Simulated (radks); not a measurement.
Question: The mean radii <r> (bohr) of the occupied orbitals of an atom or ion are listed with their occupations. Calculated with a radial shooting solver on a logarithmic mesh with Libxc functionals: scalar-relativistic Kohn-Sham, exchange-only B88, spin-unpolarised, spherical densities, finite nucleus; Fermi nuclear charge, rms radius of each element as measured or else 0.836 A^(1/3) + 0.57 fm.

orbital  occ.      <r>
1s          2  0.03517
2s          2   0.1537
2p          6   0.1339
3s          2   0.4271
3p          6   0.4280
3d         10   0.4102
4s          2    1.004
4p          2    1.064

Name the element and its charge.

Answer: Z = 42, molybdenum, charge +10: Mo10+ in [Ar] 3d10 4s2 4p2. The 1s radius gives Z: for a bare nucleus <r> = (2 gamma + 1)/(2Z) with gamma = sqrt(1 - (Z/c)^2), 0.03457 bohr for Z = 42, and screening makes it slightly larger (0.03517 here). The occupations add up to 32, and the charge is Z minus that.
